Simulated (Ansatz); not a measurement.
## Which is lower?

The two ends of one reaction step of CH₅BrZn, closed shell (PBE0-D4/def2-TZVP).

A:

```xyz
8
angstrom
Zn 0.2505 -0.4174 -0.2799
Br 1.7260 -0.4724 3.5733
C -1.0045 0.5923 -1.3536
H 1.5354 -0.8508 2.1933
H 1.2617 -1.2371 0.5709
H -1.9918 0.1246 -1.3389
H -0.6709 0.6493 -2.3925
H -1.1064 1.6114 -0.9727
```

B:

```json
{"atom": "Zn1", "x (Å)": "-0.1055", "y (Å)": "0.6361", "z (Å)": "0.8944"}
{"atom": "Br2", "x (Å)": "0.7198", "y (Å)": "0.6633", "z (Å)": "2.9876"}
{"atom": "C3", "x (Å)": "-0.8252", "y (Å)": "0.6315", "z (Å)": "-0.8955"}
{"atom": "H4", "x (Å)": "1.6467", "y (Å)": "-1.8374", "z (Å)": "0.7315"}
{"atom": "H5", "x (Å)": "1.4597", "y (Å)": "-1.9800", "z (Å)": "0.0218"}
{"atom": "H6", "x (Å)": "-1.4670", "y (Å)": "-0.2395", "z (Å)": "-1.0402"}
{"atom": "H7", "x (Å)": "-0.0146", "y (Å)": "0.5929", "z (Å)": "-1.6255"}
{"atom": "H8", "x (Å)": "-1.4139", "y (Å)": "1.5329", "z (Å)": "-1.0741"}
```

Ansatz 0.2.0; basis: def2-TZVPP; cores frozen in the correlated methods. The 3s and 3p shells of Cu and Zn are frozen; filled d shells are correlated. The def2 sets are not built for correlating such inner shells, so the correlated values are less sure here. B3LYP uses VWN-RPA correlation.

Task: Which structure is lower at CCSD(T), and by how much? (To be estimated.)

Result: By the calculation: B, by 1.364 eV (electronic energy, against the other). By their contacts, A is a complex of CH₄Zn ([CH3][ZnH]) + HBr and B is a complex of CH₃BrZn ([CH3][Zn][Br]) + H₂.

All methods give the same order:

```csv
method,E(B) − E(A) (eV)
SPW92,-1.133
PBE-D4,-1.268
BLYP-D4,-1.278
r2SCAN-D4,-1.398
B97M-V,-1.251
PBE0-D4,-1.351
B3LYP-D4,-1.343
r2SCAN0-D4,-1.445
BHLYP-D4,-1.450
CAM-B3LYP-D4,-1.330
wB97X-V,-1.400
wB97M-V,-1.395
B2PLYP,-1.378
PBE-QIDH,-1.425
RPA on PBE,-1.292
HF,-1.597
MP2,-1.426
CCSD,-1.377
CCSD(T),-1.364
```

No T1 diagnostic of these runs exceeds 0.012.

Labels in which every atom is bracketed show which atoms are joined, not bond orders.

For scale, one of the runs: CCSD(T)/def2-TZVPP, 213 basis functions, launched by `ansatz run in.yaml --threads 8 --pin off --events-out ev --progress --plain --max-ram 19148MiB`. Time: 15 s of wall clock on 8 CPU threads of an Intel Xeon 6975P-C; the host was shared. Peak host memory: 3.2 GiB.
